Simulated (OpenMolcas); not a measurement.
# Al2+: RASPT2 settings compared

```json
{"Program": "OpenMolcas", "Basis": "ANO-R3 [6s5p4d2f1g]", "Scalar Hamiltonian": "X2C, finite nucleus", "Active space": "1 electron in 9 orbitals (RAS2 3s 3p; RAS3 3d, at most 1 electron)", "State averaging": "2S+1 = 2 even, 1 root; 2S+1 = 2 odd, 3 roots", "Spin-orbit coupling": "state interaction with AMFI integrals over the reference wave functions, term energies averaged over their components"}
```

Methods on the same reference wave functions:
A. RASSCF
B. SS-RASPT2, IPEA 0.15 Eh, sigma2 regulariser 0.25 Eh (closed shells correlated: 2s 2p)
C. SS-RASPT2, IPEA 0.2 Eh, sigma1 regulariser 0.2 Eh (closed shells correlated: 2s 2p)

Energies in cm-1 above 3s 2S 1/2, the measured ground level; measured values from NIST levels in Kelleher and Podobedova, J. Phys. Chem. Ref. Data 37, 709 (2008).

```
     Level      A      B      C  Measured
 3s 2S 1/2    0.0    0.0    0.0       0.0
3p 2P* 1/2  52881  53734  53731     53683
3p 2P* 3/2  53074  53927  53924     53917
```

Deviations, from unrounded energies. A percentage is the sum of absolute deviations over the sum of measured energies, with the sign that they share, or ± where signs differ.

```json
{"Against measurement": "mean absolute deviation (cm-1)", "Levels": "2", "A": "820", "B": "31", "C": "28"}
{"Against measurement": "other configurations (%)", "Levels": "2", "A": "-1.5", "B": "+0.1", "C": "+0.1"}
```

B, C lie about equally close to measurement and A furthest from it. The largest miss of C in the table is 3p 2P* 1/2, by +48 cm-1. The ranking rests on the paired levels alone, and a cruder setting can come out closer through cancelling errors.

Between B and C no level of the table moves by more than 5 cm-1.

The lowest spin-free term lies below A's lowest term by 0.265 hartree in B, 0.264 hartree in C.

With one active electron outside closed inactive shells, the extra shells (3d) add no correlation to the reference. With one active electron the reference holds no correlation, so core polarisation is missing (holds for A). With one active electron, CASPT2 adds the correlation within the correlated inactive shells and between them and that electron, and leaves the splitting within a term as the reference gives it (holds for B; C). Computed and measured levels are paired by configuration, term and J; levels that our copy of the source lacks, or whose pairing is in doubt (as where it misses far off the trend of its configuration), stay unpaired and out of the deviations. Only configurations of the active space appear.

* marks odd parity.
